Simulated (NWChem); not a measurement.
## CH3Si (+1)

```xyz
5

C     -0.2870    -1.0870     0.0000
Si     0.1967     0.5779     0.0000
H     -0.1917    -1.6954    -0.9276
H     -0.1917    -1.6954     0.9276
H     -0.6476     1.8225     0.0000
```
Charge +1, spin multiplicity 1.

All runs are NWChem calculations. Structure: optimised with PBE/def2-SVP, a minimum by its harmonic frequencies.

Symmetry labels belong to the abelian group Cs used in the runs, with the axes of the coordinates shown.

The spin multiplicity of the parent species was assumed, not shown to be that of its ground state. The structure started from a generated list of species.

Problem. List the lowest 4 singlet excitations that TD-PBE/def2-SVPD gives, with oscillator strengths.

Solution. 
```tsv
state	symmetry	energy (eV)	wavelength (nm)	f
1	a"	2.90	428	0.005
2	a'	3.88	319	0.101
3	a"	5.89	210	0.000
4	a'	6.18	201	0.040
```
